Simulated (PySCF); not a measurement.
Two species compared at the same levels of theory.

First species: Tetramethylbutane, C8H18.
Atom-mapped SMILES: `[CH3:1][C:2]([CH3:3])([CH3:4])[C:5]([CH3:6])([CH3:7])[CH3:8]` (hydrogens: H9, H10, H11 on C1; H12, H13, H14 on C3; H15, H16, H17 on C4; H18, H19, H20 on C6; H21, H22, H23 on C7; H24, H25, H26 on C8)

Second species: isopropyl methacrylate, C₇H₁₂O₂.
Structure used (PBE0-D3(BJ)/def2-SVP), in Å, numbered top down from 1:
```xyz
21
C7H12O2 angstrom
C      2.9834   -0.0717    0.8272
C      1.9145    0.2037    0.0702
C      1.9782    0.7399   -1.3255
C      0.5726   -0.0526    0.6802
O      0.3853   -0.4739    1.7951
O     -0.4136    0.2467   -0.1740
C     -1.7642    0.0477    0.2750
C     -2.1469   -1.4095    0.1062
C     -2.6240    0.9983   -0.5277
H      3.9995    0.0868    0.4576
H      2.8469   -0.4628    1.8382
H      1.4734    0.0624   -2.0310
H      3.0196    0.8749   -1.6477
H      1.4563    1.7064   -1.4002
H     -1.7946    0.3062    1.3456
H     -3.1859   -1.5701    0.4300
H     -1.4958   -2.0512    0.7156
H     -2.0623   -1.7109   -0.9494
H     -2.5635    0.7645   -1.6017
H     -2.2973    2.0378   -0.3811
H     -3.6752    0.9175   -0.2147
```

Levels: wB97X-D/def2-SVPD for dipole moment, HOMO energy, LUMO energy, HOMO–LUMO gap, static isotropic polarisability and electronic spatial extent ⟨r²⟩ about the centre of nuclear charge; TDDFT wB97X-D/def2-SVPD for lowest singlet excitation; TDA wB97X-D/def2-SVPD for lowest triplet excitation (Tamm–Dancoff); ΔSCF wB97X-D/def2-SVPD for vertical ionisation energy. Geometries: PBE0-D3(BJ)/def2-SVP. Each species is one conformer at its optimised geometry, gas phase, non-relativistic unless stated; the electronic structure was computed with PySCF and density fitting.

The conformers computed, where there is a choice (atom-mapped SMILES and torsion angles):
- `[CH3:1][C:2]([CH3:3])([CH3:4])[C:5]([CH3:6])([CH3:7])[CH3:8]`: C1–C2–C5–C6 168°
- `[CH2:1]=[C:2]([CH3:3])[C:4](=[O:5])[O:6][CH:7]([CH3:8])[CH3:9]`: C1–C2–C4–O5 1°, C2–C4–O6–C7 180°, C4–O6–C7–C8 -82°

Values for the first species:

- Dipole moment: 0.00 D
- HOMO energy: -10.28 eV
- LUMO energy: 2.25 eV
- HOMO–LUMO gap: 12.53 eV
- Lowest singlet excitation: 8.73 eV
- Lowest triplet excitation (Tamm–Dancoff): 8.67 eV
- Static isotropic polarisability: 97.4 au
- Vertical ionisation energy: 10.27 eV
- Electronic spatial extent ⟨r²⟩ about the centre of nuclear charge: 1067 bohr²

Q: Estimate the same properties for the second species, and the change in each.

A: 
```
                                                         property       first      second  second less first
                                                    dipole moment      0.00 D      2.04 D            +2.04 D
                                                      HOMO energy   -10.28 eV    -9.54 eV           +0.74 eV
                                                      LUMO energy     2.25 eV     0.63 eV           -1.62 eV
                                                    HOMO–LUMO gap    12.53 eV    10.17 eV           -2.36 eV
                                        lowest singlet excitation     8.73 eV     5.13 eV           -3.60 eV
                         lowest triplet excitation (Tamm–Dancoff)     8.67 eV     3.80 eV           -4.87 eV
                                  static isotropic polarisability     97.4 au     93.3 au            -4.1 au
                                       vertical ionisation energy    10.27 eV     9.75 eV           -0.52 eV
electronic spatial extent ⟨r²⟩ about the centre of nuclear charge  1067 bohr²  1476 bohr²         +409 bohr²
```

On the first: In wavenumbers S1 is 70400 cm⁻¹ (1 eV = 8065.54 cm⁻¹). The principal polarisabilities are 95.2, 95.2 and 102.0 au; their mean is the isotropic value.

On the second: In wavenumbers S1 is 41400 cm⁻¹ (1 eV = 8065.54 cm⁻¹). The ΔSCF ionisation energy exceeds −ε(HOMO) by 0.21 eV with wB97X-D.
